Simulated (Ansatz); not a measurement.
Species: Br, SMILES `[Br]` (charge 0, multiplicity 2), formula Br.

**Question.** How many basis functions does frozen-core CCSD(T)/def2-TZVPP (Ansatz, a quantum-chemistry and plane-wave program) use, how many core orbitals are frozen, and how many electrons are correlated?

**Answer.** 48 basis functions and 9 frozen orbitals, which leaves 17 correlated electrons (filled d shells below the valence shell are correlated). Core time is of the order of seconds.
